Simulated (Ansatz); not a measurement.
C$_{2}$H$_{9}$Si$_{2}$ (`C[SiH][SiH2]C`) radical, charge 0, multiplicity 2.

Problem. Give a relaxed structure at PBE0-D4/def2-TZVP (the Gaussian-basis code of Ansatz). (Best estimate.)

Solution. Computed: 
```xyz
13

C    -0.270    2.310    0.194
Si   -1.343    0.766    0.286
Si   -0.192   -1.221    0.671
C     1.026   -1.689   -0.685
H     0.370    2.389    1.074
H     0.370    2.287   -0.693
H    -0.888    3.209    0.138
H    -2.247    0.692   -0.902
H    -1.195   -2.310    0.843
H     0.541   -1.076    1.962
H     0.510   -1.820   -1.639
H     1.534   -2.625   -0.437
H     1.783   -0.913   -0.811
```
This is one stationary point; other conformers may exist.
